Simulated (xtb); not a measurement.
xtb input (GFN2-xTB):

```bash
xtb mol.xyz --gfn 2 --sp --chrg 0 --uhf 0
```
mol.xyz:
```
5

F      0.02353547    -0.07973532     1.90817622
Ge     0.00231088    -0.00782896     0.18735792
Cl    -1.66397703    -1.14159691    -0.48233665
Cl     1.82873671    -0.83526009    -0.51261520
Cl    -0.18156951     2.03380669    -0.36793282
```

Output:

```
           -------------------------------------------------
          |                Calculation Setup                |
           -------------------------------------------------

           -------------------------------------------------
          |                 G F N 2 - x T B                 |
           -------------------------------------------------

        Reference                      10.1021/acs.jctc.8b01176
      * Hamiltonian:
        H0-scaling (s, p, d)           1.850000    2.230000    2.230000
        zeta-weighting                 0.500000
      * Dispersion:
        s8                             2.700000
        a1                             0.520000
        a2                             5.000000
        s9                             5.000000
      * Repulsion:
        kExp                           1.500000    1.000000
        rExp                           1.000000
      * Coulomb:
        alpha                          2.000000
        third order                    shell-resolved
        anisotropic                    true
        a3                             3.000000
        a5                             4.000000
        cn-shift                       1.200000
        cn-exp                         4.000000
        max-rad                        5.000000

          ...................................................
          :                      SETUP                      :
          :.................................................:
          :  # basis functions                  44          :
          :  # atomic orbitals                  40          :
          :  # shells                           14          :
          :  # electrons                        32          :
          :  max. iterations                   250          :
          :  Hamiltonian                  GFN2-xTB          :
          :  restarted?                      false          :
          :  GBSA solvation                  false          :
          :  PC potential                    false          :
          :  electronic temp.          300.0000000     K    :
          :  accuracy                    1.0000000          :
          :  -> integral cutoff          0.2500000E+02      :
          :  -> integral neglect         0.1000000E-07      :
          :  -> SCF convergence          0.1000000E-05 Eh   :
          :  -> wf. convergence          0.1000000E-03 e    :
          :  Broyden damping             0.4000000          :
          :  net charge                          0          :
          :  unpaired electrons                  0          :
          ...................................................

 iter      E             dE          RMSdq      gap      omega  full diag
   1    -19.8741337 -0.198741E+02  0.112E+01    4.56       0.0  T
   2    -19.4735322  0.400601E+00  0.108E+01    7.61       1.0  T
   3    -20.4871742 -0.101364E+01  0.381E+00    5.10       1.0  T
   4    -20.5025413 -0.153671E-01  0.958E-01    5.12       1.0  T
   5    -20.5053381 -0.279675E-02  0.198E-01    5.17       1.0  T
   6    -20.5052511  0.869191E-04  0.178E-01    5.19       1.0  T
   7    -20.5053655 -0.114410E-03  0.210E-02    5.18       2.1  T
   8    -20.5053650  0.595364E-06  0.146E-02    5.18       3.1  T
   9    -20.5053658 -0.893614E-06  0.565E-03    5.18       7.9  T
  10    -20.5053659 -0.301690E-07  0.232E-03    5.18      19.3  T
  11    -20.5053659 -0.194168E-07  0.140E-04    5.18     319.6  T
  12    -20.5053659 -0.312035E-10  0.511E-05    5.18     875.3  T

   *** convergence criteria satisfied after 12 iterations ***

         #    Occupation            Energy/Eh            Energy/eV
      -------------------------------------------------------------
         1        2.0000           -1.0838546             -29.4932
       ...           ...                  ...                  ...
        10        2.0000           -0.5023764             -13.6704
        11        2.0000           -0.4769956             -12.9797
        12        2.0000           -0.4761137             -12.9557
        13        2.0000           -0.4761137             -12.9557
        14        2.0000           -0.4680272             -12.7357
        15        2.0000           -0.4680272             -12.7357
        16        2.0000           -0.4653346             -12.6624 (HOMO)
        17                         -0.2750642              -7.4849 (LUMO)
        18                         -0.1227881              -3.3412
        19                         -0.1227881              -3.3412
        20                         -0.1118798              -3.0444
        21                         -0.0207913              -0.5658
       ...                                ...                  ...
        40                          1.0353894              28.1744
      -------------------------------------------------------------
                  HL-Gap            0.1902703 Eh            5.1775 eV
             Fermi-level           -0.3701994 Eh          -10.0736 eV

 SCC (total)                   0 d,  0 h,  0 min,  0.007 sec
 SCC setup                      ...        0 min,  0.000 sec (  0.913%)
 Dispersion                     ...        0 min,  0.000 sec (  0.251%)
 classical contributions        ...        0 min,  0.000 sec (  0.109%)
 integral evaluation            ...        0 min,  0.001 sec ( 17.306%)
 iterations                     ...        0 min,  0.003 sec ( 49.227%)
 molecular gradient             ...        0 min,  0.002 sec ( 30.861%)
 printout                       ...        0 min,  0.000 sec (  1.204%)

         :::::::::::::::::::::::::::::::::::::::::::::::::::::
         ::                     SUMMARY                     ::
         :::::::::::::::::::::::::::::::::::::::::::::::::::::
         :: total energy             -20.493897594819 Eh    ::
         :: gradient norm              0.023904180965 Eh/a0 ::
         :: HOMO-LUMO gap              5.177519709646 eV    ::
         ::.................................................::
         :: SCC energy               -20.505363364751 Eh    ::
         :: -> isotropic ES           -0.000393653202 Eh    ::
         :: -> anisotropic ES          0.000160642247 Eh    ::
         :: -> anisotropic XC         -0.000596699515 Eh    ::
         :: -> dispersion             -0.005418626103 Eh    ::
         :: repulsion energy           0.011465769932 Eh    ::
         :: add. restraining           0.000000000000 Eh    ::
         :: total charge               0.000000000000 e     ::
         :::::::::::::::::::::::::::::::::::::::::::::::::::::

           -------------------------------------------------
          |                Property Printout                |
           -------------------------------------------------

    * Orbital Energies and Occupations

         #    Occupation            Energy/Eh            Energy/eV
      -------------------------------------------------------------
         1        2.0000           -1.0838546             -29.4932
       ...           ...                  ...                  ...
         4        2.0000           -0.8331820             -22.6720
         5        2.0000           -0.6626649             -18.0320
         6        2.0000           -0.5348931             -14.5552
         7        2.0000           -0.5342688             -14.5382
         8        2.0000           -0.5342688             -14.5382
         9        2.0000           -0.5023764             -13.6704
        10        2.0000           -0.5023764             -13.6704
        11        2.0000           -0.4769956             -12.9797
        12        2.0000           -0.4761137             -12.9557
        13        2.0000           -0.4761137             -12.9557
Note: The following floating-point exceptions are signalling: IEEE_UNDERFLOW_FLAG IEEE_DENORMAL
normal termination of xtb
        14        2.0000           -0.4680272             -12.7357
        15        2.0000           -0.4680272             -12.7357
        16        2.0000           -0.4653346             -12.6624 (HOMO)
        17                         -0.2750642              -7.4849 (LUMO)
        18                         -0.1227881              -3.3412
        19                         -0.1227881              -3.3412
        20                         -0.1118798              -3.0444
        21                         -0.0207913              -0.5658
        22                         -0.0207913              -0.5658
        23                         -0.0197431              -0.5372
        24                         -0.0197431              -0.5372
        25                         -0.0192357              -0.5234
        26                         -0.0177054              -0.4818
        27                         -0.0177054              -0.4818
       ...                                ...                  ...
        40                          1.0353894              28.1744
      -------------------------------------------------------------
                  HL-Gap            0.1902703 Eh            5.1775 eV
             Fermi-level           -0.3701994 Eh          -10.0736 eV

     #   Z          covCN         q      C6AA      α(0)
     1   9 F        0.716    -0.232    11.578     4.018
     2  32 Ge       3.164     0.398   197.239    26.836
     3  17 Cl       0.816    -0.055   100.787    15.358
     4  17 Cl       0.816    -0.055   100.787    15.358
     5  17 Cl       0.816    -0.055   100.787    15.358

 Mol. C6AA /au·bohr⁶  :       2228.889936
 Mol. C8AA /au·bohr⁸  :     116292.391657
 Mol. α(0) /au        :         76.927306

Wiberg/Mayer (AO) data.
largest (>0.10) Wiberg bond orders for each atom

 ---------------------------------------------------------------------------
     #   Z sym  total        # sym  WBO       # sym  WBO       # sym  WBO
 ---------------------------------------------------------------------------
     1   9 F    1.271 --     2 Ge   1.046
     2  32 Ge   4.412 --     5 Cl   1.122     4 Cl   1.122     3 Cl   1.122
                             1 F    1.046
     3  17 Cl   1.439 --     2 Ge   1.122     4 Cl   0.121     5 Cl   0.121
     4  17 Cl   1.439 --     2 Ge   1.122     5 Cl   0.121     3 Cl   0.121
     5  17 Cl   1.439 --     2 Ge   1.122     4 Cl   0.121     3 Cl   0.121
 ---------------------------------------------------------------------------

Topologies differ in total number of bonds
Writing topology from bond orders to xtbtopo.mol

molecular dipole:
                 x           y           z       tot (Debye)
 q only:       -0.007       0.023      -0.553
   full:       -0.006       0.019      -0.447       1.137
molecular quadrupole (traceless):
                xx          xy          yy          xz          yz          zz
 q only:        0.939       0.001       0.935      -0.035       0.118      -1.874
  q+dip:        1.538       0.002       1.531      -0.057       0.193      -3.069
   full:        1.441       0.002       1.434      -0.053       0.180      -2.876

           -------------------------------------------------
          | TOTAL ENERGY              -20.493897594819 Eh   |
          | GRADIENT NORM               0.023904180965 Eh/α |
          | HOMO-LUMO GAP               5.177519709646 eV   |
           -------------------------------------------------

------------------------------------------------------------------------
------------------------------------------------------------------------
 total:
 SCF:
```
